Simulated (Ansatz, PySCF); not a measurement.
CH4 (SMILES C) and CH6Si (SMILES C[SiH3]) are pulled apart as rigid monomers along the line of their centres of mass, from the B3LYP-D3(BJ)/def2-TZVP minimum. Starting geometry (charge 0, multiplicity 1):
```xyz
13

C     -0.0874     0.0124     0.3210
H     -0.3336    -0.4011    -0.6560
H      0.5725    -0.6746     0.8487
H      0.4121     0.9719     0.1923
H     -1.0019     0.1511     0.8959
C      0.5834     1.1393     3.9760
Si    -0.2198    -0.5407     4.1992
H      0.6705     1.3904     2.9182
H      1.5842     1.1518     4.4115
H     -0.0060     1.9188     4.4625
H     -1.5810    -0.5546     3.6106
H     -0.3337    -0.8755     5.6402
H      0.5833    -1.5986     3.5393
```

Interaction energies with rigid monomers; basis-set methods are counterpoise corrected unless marked otherwise.

Frozen-core correlation. Rows in 3-21G, 6-31G* carry no dispersion term and start afresh at each structure (6-31G* with six Cartesian d functions).

Codes used: Ansatz (Gaussian orbitals); PySCF for 3-21G rows, 6-31G* rows, the dispersion terms. Each number belongs to the level named beside it.

```tsv
C1···Si7 (Å)	PBE-D3(BJ)/def2-TZVPPD (kJ/mol)	B3LYP/3-21G (no counterpoise) (kJ/mol)	B3LYP/6-31G* (kJ/mol)	B3LYP-D4/def2-TZVPPD (kJ/mol)	MP2/aug-cc-pV(D+d)Z (kJ/mol)
3.53	-2.5	3.3	8.8	(withheld)	1.1
3.92	-5.5	-1.4	2.6	-4.2	-3.2
4.50	-4.0	-1.3	(withheld)	-2.8	-2.6
5.47	-1.3	-0.2	0.1	-0.8	-0.9
7.03	-0.2	0.0	0.0	-0.2	-0.2
```

Some entries are withheld; supply them.


- 4.50, B3LYP/6-31G* (kJ/mol): 0.7
- 3.53, B3LYP-D4/def2-TZVPPD (kJ/mol): -0.8

Ansatz is a first-principles code.
